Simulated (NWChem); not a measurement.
Molecule: C2H3FMgO2

```xyz
9

Mg    -0.0102     1.2582     0.0000
F     -0.1838     3.0103     0.0000
C      0.3227    -2.5604     0.0000
C      0.2128    -1.0708     0.0000
O      0.1513    -0.4269    -1.0929
O      0.1513    -0.4269     1.0929
H      0.8330    -2.9071     0.9065
H      0.8330    -2.9071    -0.9065
H     -0.6961    -2.9788     0.0000
```
Atoms are numbered in this order, from 1.

Structure relaxed at the PBE0/def2-SVP level.

 Unshifted, non-relativistic core excitations; the lowest 4 roots alone, so stronger bands may lie above.

### Question
List the first F K-edge excitations from B3LYP/6-311G** (spherical d), restricted-window TDA (NWChem).

### Answer
```
state  energy (eV)  dipole oscillator strength           leading excitation (squared amplitude)
-----  -----------  --------------------------  -----------------------------------------------
S1           666.0                      0.0044    1s of atom 2 or its equivalents → LUMO (0.98)
S2           666.8                      0.0029  1s of atom 2 or its equivalents → LUMO+1 (0.94)
S3           667.8                      0.0028  1s of atom 2 or its equivalents → LUMO+2 (0.94)
S4           668.0                      0.0056  1s of atom 2 or its equivalents → LUMO+3 (0.99)
```
